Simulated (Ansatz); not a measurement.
One change: `C=COBC` becomes `CBOCN`.

Ansatz, PBE0-D4/def2-TZVP geometries, multiplicity 1. Each molecule was computed in one conformer, which needn't be the lowest.

| property | `C=COBC` |
| --- | --- |
| HOMO–LUMO gap (ωB97M-V/def2-TZVPP) / eV | 11.42 |
| LUMO energy (PBE/def2-TZVPP) / eV | -1.19 |
| LUMO energy (PBE0/def2-TZVPP) / eV | -0.17 |
| HOMO energy (ωB97M-V/def2-TZVPP) / eV | -9.66 |
| HOMO energy (PBE0/def2-TZVPP) / eV | -7.38 |
| HOMO energy (B3LYP/def2-TZVPP) / eV | -7.16 |

**Question.** Give the same properties after the change, and the shifts. (Best estimate.)

**Answer.** Computed: 
| property | `CBOCN` | shift |
| --- | --- | --- |
| HOMO–LUMO gap (ωB97M-V/def2-TZVPP) / eV | 12.00 | 0.58 |
| LUMO energy (PBE/def2-TZVPP) / eV | -0.66 | 0.53 |
| LUMO energy (PBE0/def2-TZVPP) / eV | 0.35 | 0.52 |
| HOMO energy (ωB97M-V/def2-TZVPP) / eV | -9.85 | -0.19 |
| HOMO energy (PBE0/def2-TZVPP) / eV | -7.41 | -0.03 |
| HOMO energy (B3LYP/def2-TZVPP) / eV | -7.18 | -0.02 |

B3LYP here is the variant with VWN-RPA as its local correlation; programs differ in this.
